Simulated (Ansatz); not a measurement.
Single points on Mo₃O₉⁻.

```yaml
crystal:
  periodic: [false, false, false]
  atoms:
    - {symbol: Mo, position_ang: [-1.829685, 0.642254, -2.208789]}
    - {symbol: Mo, position_ang: [0.571271, 0.463242, -0.777919]}
    - {symbol: Mo, position_ang: [0.961086, -0.551828, 1.784958]}
    - {symbol: O, position_ang: [0.020232, -0.063814, 3.396108]}
    - {symbol: O, position_ang: [0.881276, 1.231211, 0.950340]}
    - {symbol: O, position_ang: [1.888454, 0.398751, -1.843889]}
    - {symbol: O, position_ang: [-1.459860, -0.048161, -3.742217]}
    - {symbol: O, position_ang: [2.567740, -1.019808, 2.064392]}
    - {symbol: O, position_ang: [-0.645119, 1.857833, -1.389455]}
    - {symbol: O, position_ang: [-2.971920, -0.230717, -1.264024]}
    - {symbol: O, position_ang: [-0.260499, -1.456199, 2.965592]}
    - {symbol: O, position_ang: [0.277035, -1.222773, 0.064893]}
basis:
  gaussian: {orbitals: def2-SVP, initial_orbitals: start.molden}
total_charge: -1
magnetization: {spin_polarized: true, initial_magnetization: 1}
hamiltonian: {xc: pbe, dispersion: d4}
scf: {omitted_lower_state_checks: [starts]}
output: {forces: true, orbitals: {seedname: orbitals}}
```

The file start.molden holds the orbitals of an earlier run on this structure, at another level or in another basis.

```sh
$ ansatz run in.yaml --threads 4 --pin off --events-out ev --progress --plain --max-ram 6963MiB
```

Output, abridged:

```
Functional definition: PBE
2196 factors; their error is unknown
mean field evaluation 1: about -23973.6170 eV, gradient 8.2e0 eV
mean field evaluation 2: about -23974.0245 eV, gradient 4.3e-1 eV
mean field evaluation 4: about -23973.9543 eV, gradient 1.7e-1 eV
mean field evaluation 8: about -23973.9545 eV, gradient 2.5e-5 eV
mean field -23973.95449492 eV, -881.0265775584 hartree, gradient 2.5e-5 eV, S^2 0.755988; 0 other end points of the search recorded, 0 dependent functions left out
reference -23973.95458400 eV, -881.0265808318 hartree; 58, 57 occupied and 161, 162 virtual orbitals, 2196 factors
Total energy: -23974.57259071 eV, -881.0492921598 hartree
Atom 0 at    -1.829685     0.642254    -2.208789 Å, force    -0.015411    -0.001875     0.019143 eV/Å
Atom 1 at     0.571271     0.463242    -0.777919 Å, force     0.002888     0.007692     0.019786 eV/Å
Atom 2 at     0.961086    -0.551828     1.784958 Å, force    -0.007079     0.002677    -0.003533 eV/Å
Atom 3 at     0.020232    -0.063814     3.396108 Å, force    -0.011914    -0.009582    -0.008986 eV/Å
Atom 4 at     0.881276     1.231211     0.950340 Å, force     0.018265    -0.022341    -0.017084 eV/Å
Atom 5 at     1.888454     0.398751    -1.843889 Å, force    -0.003197     0.002635     0.010195 eV/Å
Atom 6 at    -1.459860    -0.048161    -3.742217 Å, force    -0.006100     0.001810    -0.006272 eV/Å
Atom 7 at     2.567740    -1.019808     2.064392 Å, force    -0.009101     0.008672    -0.002688 eV/Å
Atom 8 at    -0.645119     1.857833    -1.389455 Å, force    -0.012260    -0.020169    -0.009418 eV/Å
Atom 9 at    -2.971920    -0.230717    -1.264024 Å, force     0.028889     0.017968    -0.015951 eV/Å
Atom 10 at    -0.260499    -1.456199     2.965592 Å, force     0.015129     0.004911     0.009989 eV/Å
Atom 11 at     0.277035    -1.222773     0.064893 Å, force    -0.000109     0.007602     0.004819 eV/Å
Dipole moment:     0.004243     0.513845    -0.234482 e Å
Checks for a lower state left out: starts
```

Run time 12 s (4 threads of Arm Neoverse V2 on a shared host).

First input, but with `hamiltonian: {xc: r2scan, dispersion: d4}`, `output: {orbitals: {seedname: orbitals}}` (abridged; 33 s):

```
Functional definition: r2SCAN
mean field evaluation 16: about -23982.9666 eV, gradient 9.4e-6 eV
mean field -23982.96659829 eV, -881.3577662485 hartree, gradient 9.4e-6 eV, S^2 0.768737
Total energy: -23983.12528849 eV, -881.3635980058 hartree
Checks for a lower state left out: starts
```

The first input with `hamiltonian: {xc: pbe0, dispersion: d4}`, `output: {orbitals: {seedname: orbitals}}` (abridged; 23 s):

```
Functional definition: PBE0
mean field -23966.02082780 eV, -880.7350206694 hartree, gradient 2.1e-5 eV, S^2 0.778002
Total energy: -23966.55980171 eV, -880.7548275953 hartree
Checks for a lower state left out: starts
```

Geometry: PBE-D4/def2-SVP.

In the def2 sets Mo takes a core potential; there is no spin–orbit coupling. The structure holds one bond between oxygen atoms, so isomers without such links may lie far lower. Another isomer (doublet) lies 0.55 eV lower at PBE0-D4/def2-SVP; other spin states weren't run for this one.
